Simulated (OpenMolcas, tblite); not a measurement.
**How methods differ on C2H6Cd (dimethylcadmium)**

C2H6Cd has 9 atoms, charge 0, and is taken as a singlet. As SMILES, `[CH3][Cd][CH3]`. The shape is that of a PBE0-D4/def2-TZVP optimisation.

```csv
atom,x (Å),y (Å),z (Å)
C,-1.0733,1.3986,-1.1656
Cd,0.0000,0.0000,0.0000
C,1.0733,-1.3986,1.1656
H,-1.9609,0.9355,-1.6016
H,-0.4514,1.7798,-1.9782
H,-1.3936,2.2443,-0.5535
H,0.5989,-2.3812,1.1210
H,2.0983,-1.4961,0.8021
H,1.1087,-1.0822,2.2102
```

Quantity: the energy change with the Cd2–C3 bond stretched from 2.113 to 3.804 Å, in eV. The values are calculated.

```
                                        level                 kind     program  value (eV)  CPU time (all runs)
                                    IPEA1-xTB       semi-empirical      tblite        2.45            under 2 s
    HF/def2-SVP (core potential) (restricted)         Hartree–Fock  OpenMolcas        3.39                 16 s
 SVWN5/def2-SVP (core potential) (restricted)                  LDA  OpenMolcas        3.24                 51 s
   PBE/def2-SVP (core potential) (restricted)                  GGA  OpenMolcas        2.82                 71 s
r2SCAN/def2-SVP (core potential) (restricted)             meta-GGA  OpenMolcas        3.06                 80 s
  PBE0/def2-SVP (core potential) (restricted)        global hybrid  OpenMolcas        3.21                 60 s
B2PLYP/def2-SVP (core potential) (restricted)        double hybrid  OpenMolcas        3.05                 47 s
   MP2/def2-SVP (core potential) (restricted)  perturbation theory  OpenMolcas        3.42                 15 s
```

The first shape isn't each level's own minimum. The values span 2.45 to 3.42 eV. CPU times are rough (shared hosts, several kinds of processor): they show what a rung costs within a factor of a few.
